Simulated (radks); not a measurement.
Results of a calculation; reference values are marked as such.
Cd4+, 44 electrons, occupied as [Kr] 4d8.

Level of theory: scalar-relativistic Kohn-Sham, BLYP, spin-polarised, spherical densities, finite nucleus; open shells are filled with parallel spins first (spin-orbit coupling, left out, can overturn this in heavy ions); Fermi nuclear charge, rms radius 4.6087 fm (a radial shooting solver on a logarithmic mesh with Libxc functionals).

Energy parts (eV):
| part | energy |
|---|---|
| total | -152133.546 |
| kinetic | 158312.594 |
| electron-nucleus | -365431.841 |
| Hartree | 59154.060 |
| exchange-correlation | -4168.358 |

Orbitals (lengths in bohr, moments of r in powers of bohr; <r^-3> diverges for s and p1/2; r(max) is where P^2 peaks):
orbital,occ.,eigenvalue (eV),r(max),<r^-3>
1s up,1,-26583.98,0.01968,-
1s down,1,-26583.98,0.01968,-
2s up,1,-3994.182,0.1112,-
2s down,1,-3993.712,0.1112,-
2p up,3,-3590.070,0.08897,4069
2p down,3,-3589.709,0.08897,4070
3s up,1,-788.8762,0.3238,-
3s down,1,-788.6408,0.3239,-
3p up,3,-656.3599,0.3170,736.5
3p down,3,-656.0916,0.3171,736.3
3d up,5,-448.9322,0.2656,100.9
3d down,5,-448.5153,0.2657,100.9
4s up,1,-160.0988,0.7930,-
4s down,1,-158.3434,0.7921,-
4p up,3,-120.6333,0.8407,129.6
4p down,3,-118.8490,0.8398,129.9
4d up,5,-63.1463,0.9546,12.23
4d down,3,-61.4489,0.9547,12.16

The highest occupied level is 4d down at -61.449 eV. The density falls to 0.001 e/bohr^3 at r = 2.87 bohr. The spin density at the nucleus is -1.817 e/bohr^3 (1s -0.060, 2s -0.981, 3s 0.336, 4s -1.111). Spin moment in Bohr magnetons: 2. For comparison, the ionisation energy in NIST's Atomic Spectra Database is 68 eV (theoretical). In exact Kohn-Sham theory the highest level is minus the ionisation energy, but local and semilocal functionals leave it too shallow, through self-interaction and a potential that decays too fast; potentials with the right tail come closer. Summed over all electrons, <r^2> = 22.96 bohr^2, which gives a Langevin (diamagnetic) susceptibility term of -18.2 x 10^-6 cm^3/mol.
